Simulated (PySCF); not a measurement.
## Static response to an electric field

Species: C7H14BN.
Cartesian coordinates in Å at the PBE0-D3(BJ)/def2-SVP level; atoms count from 1:
```
atom  x, y, z in Å
C1     2.7545    2.0549    0.0364
C2     2.0803    1.0673    0.2291
C3     1.2784   -0.1291    0.4567
C4     1.6577   -1.3547   -0.3882
C5     0.4322   -2.2896   -0.3699
B6    -0.7506   -1.4650    0.3922
N7    -0.1882    0.0840    0.2375
C8    -0.4721    0.5940   -1.1142
C9    -0.7622    0.9893    1.2390
H10    3.3624    2.9248   -0.1325
H11    1.3558   -0.4079    1.5202
H12    1.9208   -1.0236   -1.4052
H13    2.5732   -1.7991    0.0304
H14    0.1707   -2.5840   -1.3991
H15    0.6597   -3.2236    0.1651
H16   -0.7628   -1.6539    1.6074
H17   -1.8762   -1.4847   -0.0914
H18   -0.1214   -0.1259   -1.8619
H19   -1.5580    0.6983   -1.2199
H20    0.0212    1.5648   -1.2741
H21   -1.8512    1.0127    1.1065
H22   -0.5415    0.5991    2.2398
H23   -0.3485    2.0039    1.1293
```

Level: CAM-B3LYP/def2-SVPD (PySCF), static field, nuclei fixed, core orbitals frozen in the response. The polarisability tensor in these axes (au):

```
x   106.62  12.22  -2.94
y    12.22 112.45   0.37
z    -2.94   0.37  89.01
```

Question: Give the principal values, the mean and the anisotropy Δα = √{½[(α1 − α2)² + (α2 − α3)² + (α1 − α3)²]}.

Answer: Principal values 88.20, 97.70 and 122.17 au; mean 102.69 au = 15.22 Å³ = 16.93 × 10⁻⁴⁰ C²·m²/J; Δα = 30.36 au (30 % of the mean).

Question: What is the dipole moment, and where does it point?

Answer: (1.44, 3.74, -0.55) D, 4.04 D in size, pointing from the negative to the positive side. Measured along this direction, the outermost atoms are H15 at the negative end and H10 at the positive end.

Question: How large is μ²/3kT at 400 K beside α?

Answer: In Gaussian units μ²/3kT = 98.65 Å³ against 15.22 Å³, a ratio of 6.48; the Debye molar polarisation (4π/3)N_A(α + μ²/3kT) is 287.2 cm³/mol, leaving out the vibrational part.

Question: Sum over states: ᾱ = Σ f/ω², ω in Eh. What share falls to these 10 lowest TDDFT singlets (eV, f)? 6.27, 0.0003; 6.72, 0.0016; 6.91, 0.0008; 7.27, 0.0245; 7.45, 0.0108; 7.76, 0.0099; 7.82, 0.0287; 7.91, 0.0142; 8.02, 0.0213; 8.04, 0.0256.

Answer: They add up to 1.71 au, 1.7 % of the 102.69 au; the largest single term is 0.35 au, from the state at 7.82 eV. Terms in order: 0.01, 0.03, 0.01, 0.34, 0.14, 0.12, 0.35, 0.17, 0.25, 0.29 au. Higher excitations give the rest. The strengths listed sum to 0.138.

Question: What depolarisation ratio follows for Rayleigh scattering of linearly polarised light, taking the static tensor?

Answer: ρ = 3Δα²/(45ᾱ² + 4Δα²) = 2764.6/(474551 + 3686.1) = 0.00578.

Question: Find the Langevin capture rate constant for O2+ (31.990 u) meeting this molecule (123.122 u), k = 2.342 × 10⁻⁹ cm³/s × √(α in Å³ / reduced mass in u).

Answer: The reduced mass is 25.39 u, so k = 1.81 × 10⁻⁹ cm³/s. The formula leaves out the permanent dipole, which adds to the capture rate.

Question: What molar refraction does this α imply?

Answer: Lorentz–Lorenz: R = (4π/3)N_A α = 2.5225 cm³/(mol·Å³) × 15.22 Å³ = 38.4 cm³/mol, in the limit of long wavelengths.

One conformer (not necessarily the lowest) at the PBE0-D3(BJ)/def2-SVP geometry, without solvent, vibrations or thermal averaging.

The run behind these numbers computed excited states and ΔSCF ions as well. Time: 23 min wall (with the writing of density and orbital grids); peak memory 1.6 GiB. Hardware: one thread of an Arm Neoverse N1, on a shared host.
